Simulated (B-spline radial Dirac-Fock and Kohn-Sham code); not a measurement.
## Relativistic shifts of the levels of Pt⁴⁴⁺

System: the Pt⁴⁴⁺ ion, configuration 1s2 2s2 2p6 3s2 3p6 3d10 4s2 4p4.

Both columns are ΔSCF binding energies of the configuration average from a B-spline atomic structure program: non-relativistic Hartree-Fock with a point nucleus, and Dirac-Fock with a finite nucleus and the Coulomb interaction alone, averaged over the two j levels with weights 2j+1.

```
shell  Hartree-Fock (eV)  Dirac-Fock (eV)  shift (eV)  shift (%)
   1s            73841.3          81024.9    +7183.61      +9.73
   2s            14201.9          16139.9    +1938.04     +13.65
   3s             4909.0           5418.8     +509.79     +10.38
   3d             4277.5           4270.5       -6.99      -0.16
   4s             2360.7           2536.4     +175.73      +7.44
   4p             2260.9           2334.9      +74.00      +3.27
```

Relativity binds 1s, 2s, 3s, 4s, 4p more strongly, among those listed most of all 2s in relative terms, and 3d more weakly, because the contracted s and p shells screen the nucleus better.

Values without a named source are computed, but for edge energies of neutral atoms, which are taken from tables.
